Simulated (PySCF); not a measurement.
Compound: nickel monofluoride, NiF (doublet state).
SMILES: `[F][Ni]`

Computed with PBE0-D3(BJ)/def2-SVP geometry optimisation, gas phase in PySCF.

Take the most abundant isotopes and a rigid rotor. 

Problem. What are the moment of inertia and the rotational constant?

Solution. I = 43.091 u·Å², B = 505379 MHz·u·Å²/I = 11728 MHz (0.3912 cm⁻¹, or 0.563 K as hB/k). For two atoms I = μr² with μ = 14.3068 u and r = 1.7355 Å.

If the electronic state has orbital angular momentum about the axis (Π, Δ; not determined here), the simple ladder of levels BJ(J+1) doesn't apply.

PBE0-D3(BJ)/def2-SVP frequencies: not computed here. ⟨S²⟩ = 1.216 (exact for a doublet: 0.75). These are rigid-rotor constants of the computed structure; measured ground-state constants (B0) also hold zero-point vibration.

***

Compound: C10H5 (charge -1).
SMILES: `[C-]#Cc1cccc(C#C)c1`

Computed geometry: GFN2-xTB, gas phase.

Masses are those of the commonest isotopes; rigid-rotor values at the optimised geometry. 

Give the principal moments of inertia and the rotational constants in MHz.

Ia = 183.04, Ib = 535.88, Ic = 718.92 u·Å²; 505379 MHz·u·Å²/I gives A = 2761, B = 943.1, C = 703.0 MHz.

Classify the top.

An asymmetric top; Ray's κ = -0.767.

What does the inertial defect say?

Planar: Δ = Ic − Ia − Ib = 0.00 u·Å². For a rigid frame Δ = −2 Σ m c², so it vanishes when all atoms lie in the ab plane; here none is more than 0.01 Å from it.

Estimate the classical rotational partition function at 10 K, 50 K and 500 K.

Point group Cs, symmetry number σ = 1; q = (√π/σ)·√((kT/h)³/(ABC)), k/h = 20836.6 MHz/K: 3940 at 10 K, 44100 at 50 K, 1390000 at 500 K.

Whether it is a minimum is left open (no frequencies). Zero-point vibration and centrifugal distortion are left out.

***

Compound: tetramethylgermane, C4H12Ge.
InChI=1S/C4H12Ge/c1-5(2,3)4/h1-4H3

Computed, not measured: PySCF, PBE0-D3(BJ)/def2-SVP geometry optimisation, gas phase.

Masses are those of the commonest isotopes; rigid-rotor values at the optimised geometry. 

Task: What are A, B and C (MHz)?

Result: Ia = 175.41, Ib = 175.54, Ic = 175.64 u·Å²; 505379 MHz·u·Å²/I gives A = 2881, B = 2879, C = 2877 MHz.

Task: Classify the top.

Result: A spherical top, as the point group Td requires three equal moments; the computed ones differ by 0.13 % because the geometry is symmetric only within the optimiser's tolerance.

The point group Td allows no dipole (computed: 0.00 D), so a rigid rotor has no electric-dipole lines.

No frequency check. Zero-point vibration and centrifugal distortion are left out.

Hardware: an Arm Neoverse V1 with one thread, no GPU, shared host with 32 logical CPUs at a one-minute load of 10. Cost: 1.7 min wall, 0.61 GiB resident at most. This is the geometry optimisation.
